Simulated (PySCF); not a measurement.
## ZnF⁺: from constants to spectrum

RHF-CCSD(T) constants of ZnF⁺, ¹Σ⁺ (singlet), closed shell (basis Zn def2-SVPD, F def2-SVPD; no relativity; PySCF 2.14; masses 63.9291 and 18.9984 u):

- ωe: 712.7 cm⁻¹
- ωexe: 3.55 cm⁻¹
- Be: 0.38386 cm⁻¹
- αe: 0.00269 cm⁻¹
- D (centrifugal): 4.45e-07 cm⁻¹
- De to Zn⁺ + F: 3.19 eV

Q: Give the vibrational terms G(v) and spacings up to v = 6.

A: G(v) = ωe(v+½) − ωexe(v+½)².

| v | G(v) (cm⁻¹) | G(v) − G(v−1) | Bv (cm⁻¹) |
| --- | --- | --- | --- |
| 0 | 355 |  | 0.3825 |
| 1 | 1061 | 706 | 0.3798 |
| 2 | 1760 | 698 | 0.3771 |
| 3 | 2451 | 691 | 0.3744 |
| 4 | 3135 | 684 | 0.3718 |
| 5 | 3812 | 677 | 0.3691 |
| 6 | 4483 | 670 | 0.3664 |

Q: How well does the Morse estimate ωe²/(4ωexe) reproduce De, and what is D0?

A: It gives 4.43 eV, 139 % of the computed De. D0 = De − G(0) = 3.19 − 0.04 = 3.15 eV.

Correlated steps freeze 6 core orbitals. Correlated levels converge slowly with the basis: in double zeta they bind strong bonds too weakly, by up to about 1 eV, and carry superposition errors of some tenths. For an ion De counts to the pair picked by the measured ionisation energies or electron affinities, which need not be the lowest pair at this level. Where the molecule has an RHF reference, its open-shell atoms are computed with UHF.
